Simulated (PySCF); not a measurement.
Working out the ionisation energy of F²⁺

F²⁺ [He] 2s2 2p3 (4S) → F³⁺ [He] 2s2 2p2 (3P). Computed with PySCF 2.14 in dyall-acv3z, with scalar relativity by spin-free X2C-1e. Frozen: nothing; the 5 highest virtual orbitals dropped. Energies in hartree (1 hartree = 27.21139 eV):

```csv
part,F²⁺ (lower),F³⁺ (upper)
UHF,-97.701943,-95.414326
CCSD correlation,-0.174437,-0.159258
(T),-0.001441,-0.001449
```

Task: What does Hartree-Fock give?

Result: (-95.414326) − (-97.701943) = 2.287617 hartree = 62.249 eV.

Task: What do CCSD and CCSD(T) give?

Result: The CCSD correlation energies differ by 0.015179 hartree = 0.413 eV and the triples by -0.000008 hartree = 0.000 eV, so CCSD gives 62.662 eV and CCSD(T) 62.662 eV.

A first-order spin-orbit estimate adds -0.054 eV to CCSD(T) (valence and next inner shell), giving 62.608 eV against 62.708 eV (semi-empirical (NIST evaluation); NIST Atomic Spectra Database, ionization energies).

What remains against the reference includes basis incompleteness and higher excitations.
